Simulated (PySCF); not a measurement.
Input file for PySCF: R-HF/3-21G on GeH4N2 (SMILES [NH2][Ge][NH2]), a point of a torsion scan.

```python
from pyscf import gto, scf, dft, mp
from pyscf.data.elements import chemcore

mol = gto.M(
    atom='''
    N     1.31965034    0.33623455   -0.25947541
    Ge    0.11700514   -0.16999754    1.12886704
    N    -0.99901146    1.22017875    0.83013642
    H     1.41945179   -0.37693016   -0.97422115
    H     2.26126383    0.50785344    0.07769027
    H    -0.83952348    1.91123129    0.11249556
    H    -1.85026176    1.42417957    1.32998497
    ''',
    basis='3-21g',
    charge=0, spin=0, verbose=3, max_memory=1800)
mf = scf.RHF(mol)
mf.conv_tol = 1e-8
mf.max_cycle = 100
mf.kernel()
if not mf.converged:
    mf = mf.newton().run(mf.mo_coeff, mf.mo_occ)
```

### Question
Predict the final total energy.

### Answer
-2175.9871 hartree.
